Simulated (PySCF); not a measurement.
C2H6AlF, singlet, at a GFN2-xTB geometry (such geometries of metal compounds can be far from the true shape); HF/6-31G, polarisability run with PySCF.

Input for PySCF:
```python
from pyscf import gto, scf
from pyscf.prop import polarizability

mol = gto.Mole()
mol.atom = '''
    Al   -0.018122    0.013841   -0.018150
    C     1.808266   -0.200631   -0.776433
    H     2.235444   -1.187839   -0.587723
    H     2.517574    0.524854   -0.369295
    H     1.788200   -0.049842   -1.860537
    C    -0.745277   -0.556671    1.742736
    H    -1.426969   -1.406597    1.640447
    H    -1.330043    0.248003    2.199605
    H     0.027221   -0.849799    2.455767
    F    -1.105974    0.787233   -1.004459
'''
mol.basis = '6-31g'
mol.charge = 0
mol.spin = 0
mol.verbose = 4
mol.build()

mf = scf.RHF(mol)
mf.kernel()
alpha = mf.Polarizability().polarizability()[2, 2]
print('alpha_zz =', alpha)
```

Output, abridged:

```
site-packages/pyscf/prop/efg/rhf.py:45: UserWarning: Module EFG is under testing
  warnings.warn('Module EFG is under testing')
site-packages/pyscf/prop/efg/dhf.py:30: UserWarning: Module EFG is under testing
  warnings.warn('Module EFG is under testing')
site-packages/pyscf/prop/zfs/uhf.py:40: UserWarning: Module ZFS is under testing
  warnings.warn('Module ZFS is under testing')
site-packages/pyscf/prop/gtensor/uhf.py:43: UserWarning: Module g-tensor is under testing
  warnings.warn('Module g-tensor is under testing')
site-packages/pyscf/prop/gtensor/uks.py:41: UserWarning: Module g-tensor is under testing
  warnings.warn('Module g-tensor is under testing')
site-packages/pyscf/prop/hfc/uks.py:35: UserWarning: Module HFC is under testing
  warnings.warn('Module HFC is under testing')
site-packages/pyscf/prop/magnetizability/rhf.py:39: UserWarning: Module magnetizability is under testing
  warnings.warn('Module magnetizability is under testing')
site-packages/pyscf/prop/magnetizability/uhf.py:37: UserWarning: Module magnetizability is under testing
  warnings.warn('Module magnetizability is under testing')
site-packages/pyscf/prop/magnetizability/rks.py:37: UserWarning: Module magnetizability is under testing
  warnings.warn('Module magnetizability is under testing')
site-packages/pyscf/prop/magnetizability/uks.py:39: UserWarning: Module magnetizability is under testing
  warnings.warn('Module magnetizability is under testing')
site-packages/pyscf/prop/polarizability/uhf.py:34: UserWarning: Module polarizability is under testing
  warnings.warn('Module polarizability is under testing')
site-packages/pyscf/prop/polarizability/rks.py:29: UserWarning: Module polarizability is under testing
  warnings.warn('Module polarizability is under testing')
site-packages/pyscf/prop/polarizability/uks.py:29: UserWarning: Module polarizability is under testing
  warnings.warn('Module polarizability is under testing')
PySCF version 2.14.0

[INPUT] verbose = 4
[INPUT] num. atoms = 10
[INPUT] num. electrons = 40
[INPUT] charge = 0
[INPUT] spin (= nelec alpha-beta = 2S) = 0
[INPUT] symmetry False subgroup None
[INPUT] Mole.unit = angstrom
[INPUT] Symbol           X                Y                Z      unit          X                Y                Z       unit  Magmom
[INPUT]  1 Al    -0.018122000000   0.013841000000  -0.018150000000 AA   -0.034245616829   0.026155699290  -0.034298529161 Bohr   0.0
[INPUT]  2 C      1.808266000000  -0.200631000000  -0.776433000000 AA    3.417127500363  -0.379137642098  -1.467245724074 Bohr   0.0
[INPUT]  3 H      2.235444000000  -1.187839000000  -0.587723000000 AA    4.224376926802  -2.244690390077  -1.110635507108 Bohr   0.0
[INPUT]  4 H      2.517574000000   0.524854000000  -0.369295000000 AA    4.757525358326   0.991830315382  -0.697866409171 Bohr   0.0
[INPUT]  5 H      1.788200000000  -0.049842000000  -1.860537000000 AA    3.379208255947  -0.094187729501  -3.515905374620 Bohr   0.0
[INPUT]  6 C     -0.745277000000  -0.556671000000   1.742736000000 AA   -1.408369416937  -1.051955731488   3.293293747420 Bohr   0.0
[INPUT]  7 H     -1.426969000000  -1.406597000000   1.640447000000 AA   -2.696580598244  -2.658083097635   3.099995551864 Bohr   0.0
[INPUT]  8 H     -1.330043000000   0.248003000000   2.199605000000 AA   -2.513417003895   0.468657748071   4.156651032224 Bohr   0.0
[INPUT]  9 H      0.027221000000  -0.849799000000   2.455767000000 AA    0.051440234837  -1.605887370929   4.640727055745 Bohr   0.0
[INPUT] 10 F     -1.105974000000   0.787233000000  -1.004459000000 AA   -2.089987960890   1.487654766220  -1.898152413354 Bohr   0.0

nuclear repulsion = 151.509376547302
number of shells = 34
number of NR pGTOs = 136
number of NR cGTOs = 52
basis = 6-31g
ecp = {}

******** <class 'pyscf.scf.hf.RHF'> ********
method = RHF
initial guess = minao
damping factor = 0
level_shift factor = 0
DIIS = <class 'pyscf.scf.diis.CDIIS'>
diis_start_cycle = 1
diis_space = 8
diis_damp = 0
SCF conv_tol = 1e-09
SCF conv_tol_grad = None
SCF max_cycles = 50
direct_scf = True
direct_scf_tol = 1e-13
Set gradient conv threshold to 3.16228e-05
Initial guess from minao.
init E= -420.534787395644
  HOMO = -0.286114523132454  LUMO = 0.0280413920575193  gap/eV = 8.54862
cycle= 1 E= -420.526489880205  delta_E= 0.0083  |g|= 0.533  |ddm|= 2.37
  HOMO = -0.397280995248348  LUMO = 0.0804955662680609  gap/eV = 13.00096
cycle= 2 E= -420.57361664438  delta_E= -0.0471  |g|= 0.337  |ddm|= 0.646
  HOMO = -0.402057210602536  LUMO = 0.078669303436889  gap/eV = 13.08123
cycle= 3 E= -420.591545835124  delta_E= -0.0179  |g|= 0.0333  |ddm|= 0.211
  HOMO = -0.403838051353349  LUMO = 0.0799950615443672  gap/eV = 13.16577
cycle= 4 E= -420.592174197136  delta_E= -0.000628  |g|= 0.0043  |ddm|= 0.0769
  HOMO = -0.403438550528468  LUMO = 0.0800638137838283  gap/eV = 13.15677
cycle= 5 E= -420.592185617152  delta_E= -1.14e-05  |g|= 0.0014  |ddm|= 0.0109
  HOMO = -0.403974408926566  LUMO = 0.0799568578851084  gap/eV = 13.16844
cycle= 6 E= -420.592186533493  delta_E= -9.16e-07  |g|= 0.00039  |ddm|= 0.00244
  HOMO = -0.403995269458442  LUMO = 0.0799388828327419  gap/eV = 13.16852
cycle= 7 E= -420.592186635824  delta_E= -1.02e-07  |g|= 7.41e-05  |ddm|= 0.000834
  HOMO = -0.40399729578508  LUMO = 0.079938617306806  gap/eV = 13.16857
cycle= 8 E= -420.592186639666  delta_E= -3.84e-09  |g|= 9.17e-06  |ddm|= 0.000175
  HOMO = -0.403997049490254  LUMO = 0.0799378571953588  gap/eV = 13.16854
cycle= 9 E= -420.592186639717  delta_E= -5.12e-11  |g|= 2.06e-06  |ddm|= 1.81e-05
  HOMO = -0.40399682069331  LUMO = 0.0799379985671274  gap/eV = 13.16854
Extra cycle  E= -420.592186639716  delta_E= 3.41e-13  |g|= 8.62e-07  |ddm|= 2.94e-06
converged SCF energy = -420.592186639716
Isotropic polarizability 37.6090502656
Polarizability anisotropy 7.65824816138
alpha_zz = 39.72097901337016
```
